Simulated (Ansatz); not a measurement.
`C[Si](O)(O)Br` + H₂ → `C[SiH](O)Br` + H₂O at 700 K and 1 bar (hydrogenolysis of the Si–O bond).

Computed with Ansatz on PBE0-D4/def2-TZVP structures; ΔE is electronic, products minus reactants. CBS: MP2 limit from def2 TZ/QZ plus the TZ coupled-cluster correction, frozen cores. This one scheme is used for every species. For Br outer-core shells are correlated without core-valence functions, which leaves a few kJ/mol of doubt a bond. Scalar relativity is left out up to krypton. One conformer a species, not always the lowest.

```csv
species,CCSD(T)/CBS energy (Eh),H − E (kJ/mol),S (J/(mol·K))
`C[Si](O)(O)Br`,-3053.99021,258.5,490.3
H₂,-1.17544,46.8,155.3
`C[SiH](O)Br`,-2978.74949,230.1,443.6
H₂O,-76.37941,80.5,218.4
```

H − E and S are ideal-gas, rigid-rotor, harmonic terms from PBE0-D4/def2-TZVP, for one conformer and one mirror image of each species. The MP2-based limit puts H₂ 0.8 mEh under its directly extrapolated value; such offsets cancel only in part. 1 Eh = 2625.50 kJ/mol, R = 8.31446 J/(mol·K).

By hand: ΔE, ΔH, ΔS and ΔG.

ΔE = (-2978.74949) + (-76.37941) − (-3053.99021) − (-1.17544) = 0.03675 Eh = 96.5 kJ/mol. Δ(H − E) = 230.1 + 80.5 − 258.5 − 46.8 = 5.3, so ΔH = 101.8 kJ/mol. ΔS = 443.6 + 218.4 − 490.3 − 155.3 = 16.4 J/(mol·K). ΔG = 101.8 − 700 × (16.4)/1000 = 90.3 kJ/mol.

By hand: the equilibrium constant, and the temperature at which ΔG would vanish if ΔH and ΔS stayed fixed.

log₁₀ K = −ΔG/(RT ln 10) = -6.7. ΔG = 0 at ΔH/ΔS = 6207 K, far beyond where these terms or the molecules hold.

ΔH outweighs TΔS. A doubt of 5 kJ/mol in ΔE shifts log₁₀ K by 0.4 here. Other conformers and mirror images would add mixing entropy, several J/(mol·K) or more a flexible species. These are equilibria of isolated gas molecules and say nothing of rates. Largest T1 diagnostic: 0.009 (customary marks: 0.02 for closed shells, 0.045 for open ones).
